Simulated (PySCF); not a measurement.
# MgSb⁻: from constants to spectrum

MN15 constants of MgSb⁻, ³Π (triplet), unpaired electrons σ ↑, π ↑ (Mg def2-SVPD, Sb def2-SVPD with ECP28; scalar-relativistic core potentials (PySCF 2.14); masses 23.9850 and 120.9038 u):

| Quantity | Value |
| --- | --- |
| ωe | 239.3 cm⁻¹ |
| ωexe | 1.9 cm⁻¹ |
| Be | 0.11394 cm⁻¹ |
| αe | 0.000948 cm⁻¹ |
| D (centrifugal) | 1.03e-07 cm⁻¹ |

Give the vibrational terms G(v) and spacings up to v = 6.

G(v) = ωe(v+½) − ωexe(v+½)².

| v | G(v) (cm⁻¹) | G(v) − G(v−1) | Bv (cm⁻¹) |
| --- | --- | --- | --- |
| 0 | 119 |  | 0.1135 |
| 1 | 355 | 236 | 0.1125 |
| 2 | 586 | 232 | 0.1116 |
| 3 | 814 | 228 | 0.1106 |
| 4 | 1038 | 224 | 0.1097 |
| 5 | 1259 | 220 | 0.1087 |
| 6 | 1475 | 216 | 0.1078 |

Spin–orbit coupling is left out, which matters for elements this heavy, above all for dissociation energies. The state was picked by a PBE0 search and need not be the measured ground state.
